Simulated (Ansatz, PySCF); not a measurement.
Ga(OH)2(SeH) (GaH3O2Se), SMILES [OH][Ga]([OH])[SeH]. Atoms are numbered in the order given.

```xyz
7

Ga     0.0009     0.7642     0.0000
O     -1.4284     1.8251     0.0000
H     -2.2794     1.3762     0.0000
O      1.5813     1.5742     0.0000
H      1.5076     2.5350     0.0000
Se    -0.0513    -1.5448     0.0000
H      1.4201    -1.5718     0.0000
```
Charge 0, spin multiplicity 1.

Geometry: PBE0-D3(BJ)/def2-SVP. The structure was generated by enumeration; whether it is a known compound was not checked. Other conformers were not sampled.

Two levels are set side by side: PBE-D3(BJ)/def2-SVP (Ansatz, an electronic-structure program) and PBE0-D3(BJ)/def2-SVP (Ansatz). Each level has its own optimised geometry; the coordinates shown are those of the second. Frequencies come from the Hessian of PySCF at each geometry. Differences are taken from unrounded values.

| quantity | PBE0-D3(BJ) | PBE-D3(BJ) | PBE-D3(BJ) minus PBE0-D3(BJ) |
|---|---|---|---|
| mean bond length (Å) | 1.544 | 1.561 | 0.018 |
| bond Ga1–O2 (Å) | 1.780 | 1.803 | 0.023 |
| bond Ga1–O4 (Å) | 1.776 | 1.798 | 0.022 |
| bond Ga1–Se6 (Å) | 2.310 | 2.331 | 0.022 |
| bond O2–H3 (Å) | 0.962 | 0.975 | 0.012 |
| bond O4–H5 (Å) | 0.964 | 0.976 | 0.012 |
| bond Se6–H7 (Å) | 1.472 | 1.486 | 0.014 |
| highest harmonic wavenumber (cm⁻¹) | 3924 | 3741 | -183 |
| mean harmonic wavenumber (cm⁻¹) | 1037 | 994 | -43 |
| zero-point energy (kcal/mol) | 22.24 | 21.31 | -0.93 |

GGA bonds tend to be longer and softer than those of functionals with exact exchange. Differences between two approximate levels are no errors against the true value.
